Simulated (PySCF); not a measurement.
As (SMILES [As-]), charge -1, triplet (in this run its highest filled SCF level lies above zero, so its values depend strongly on the basis, on diffuse functions most of all); SCAN/def2-TZVP run with PySCF.

Input for PySCF:
```python
from pyscf import gto, scf, dft

mol = gto.Mole()
mol.atom = '''
    As    0.000000    0.000000    0.000000
'''
mol.basis = 'def2-tzvp'
mol.charge = -1
mol.spin = 2
mol.verbose = 4
mol.build()

mf = dft.UKS(mol)
mf.xc = 'scan'
mf.small_rho_cutoff = 0
mf.kernel()
```

Task: Predict the main parts of the log of this PySCF run.

Result: 
```
PySCF version 2.14.0

[INPUT] verbose = 4
[INPUT] num. atoms = 1
[INPUT] num. electrons = 34
[INPUT] charge = -1
[INPUT] spin (= nelec alpha-beta = 2S) = 2
[INPUT] symmetry False subgroup None
[INPUT] Mole.unit = angstrom
[INPUT] Symbol           X                Y                Z      unit          X                Y                Z       unit  Magmom
[INPUT]  1 As     0.000000000000   0.000000000000   0.000000000000 AA    0.000000000000   0.000000000000   0.000000000000 Bohr   0.0

nuclear repulsion = 0
number of shells = 16
number of NR pGTOs = 103
number of NR cGTOs = 48
basis = def2-tzvp
ecp = {}

******** <class 'pyscf.dft.uks.UKS'> ********
method = UKS
initial guess = minao
damping factor = 0
level_shift factor = 0
DIIS = <class 'pyscf.scf.diis.CDIIS'>
diis_start_cycle = 1
diis_space = 8
diis_damp = 0
SCF conv_tol = 1e-09
SCF conv_tol_grad = None
SCF max_cycles = 50
direct_scf = True
direct_scf_tol = 1e-13
number electrons alpha = 18  beta = 16
XC library pyscf.dft.libxc version 7.1.2
    S. Lehtola, C. Steigemann, M. J. T. Oliveira, and M. A. L. Marques,  SoftwareX 7, 1–5 (2018)
XC functionals = scan
    J. Sun, A. Ruzsinszky, and J. P. Perdew,  Phys. Rev. Lett. 115, 036402 (2015)
    J. Sun, A. Ruzsinszky, and J. P. Perdew,  Phys. Rev. Lett. 115, 036402 (2015)
radial grids:
    Treutler-Ahlrichs [JCP 102, 346 (1995); DOI:10.1063/1.469408] (M4) radial grids

becke partition: Becke, JCP 88, 2547 (1988); DOI:10.1063/1.454033
pruning grids: <function nwchem_prune>
grids dens level: 3
symmetrized grids: False
atomic radii adjust function: <function treutler_atomic_radii_adjust>
small_rho_cutoff = 0
Set gradient conv threshold to 3.16228e-05
tot grids = 20424
init E= -2235.16888816175

cycle= 1 E= -2235.97953551095  delta_E= -0.811  |g|= 0.25  |ddm|= 0.902
cycle= 2 E= -2236.00503554665  delta_E= -0.0255  |g|= 0.123  |ddm|= 0.687
cycle= 3 E= -2236.01226132102  delta_E= -0.00723  |g|= 0.015  |ddm|= 0.242
cycle= 4 E= -2236.01228848704  delta_E= -2.72e-05  |g|= 0.0106  |ddm|= 0.0225
cycle= 5 E= -2236.01231975914  delta_E= -3.13e-05  |g|= 0.000548  |ddm|= 0.0125
cycle= 6 E= -2236.01232036826  delta_E= -6.09e-07  |g|= 0.000242  |ddm|= 0.00235
cycle= 7 E= -2236.01232075025  delta_E= -3.82e-07  |g|= 0.000208  |ddm|= 0.00237
cycle= 8 E= -2236.01232109701  delta_E= -3.47e-07  |g|= 0.000199  |ddm|= 0.00231
cycle= 9 E= -2236.01232258423  delta_E= -1.49e-06  |g|= 0.000174  |ddm|= 0.012
cycle= 10 E= -2236.01232273034  delta_E= -1.46e-07  |g|= 0.000135  |ddm|= 0.00149
cycle= 11 E= -2236.01232311974  delta_E= -3.89e-07  |g|= 8.34e-05  |ddm|= 0.00562
cycle= 12 E= -2236.01232325693  delta_E= -1.37e-07  |g|= 4.03e-05  |ddm|= 0.0036
cycle= 13 E= -2236.01232328367  delta_E= -2.67e-08  |g|= 3.54e-05  |ddm|= 0.00153
cycle= 14 E= -2236.01232330966  delta_E= -2.6e-08  |g|= 1.54e-05  |ddm|= 0.00168
cycle= 15 E= -2236.01232331965  delta_E= -9.99e-09  |g|= 4.65e-06  |ddm|= 0.00179
cycle= 16 E= -2236.01232331947  delta_E= 1.76e-10  |g|= 5.75e-06  |ddm|= 0.000474
Extra cycle  E= -2236.01232331954  delta_E= -6.73e-11  |g|= 3.02e-06  |ddm|= 2.87e-05
converged SCF energy = -2236.01232331954  <S^2> = 2.0049512  2S+1 = 3.003299
```
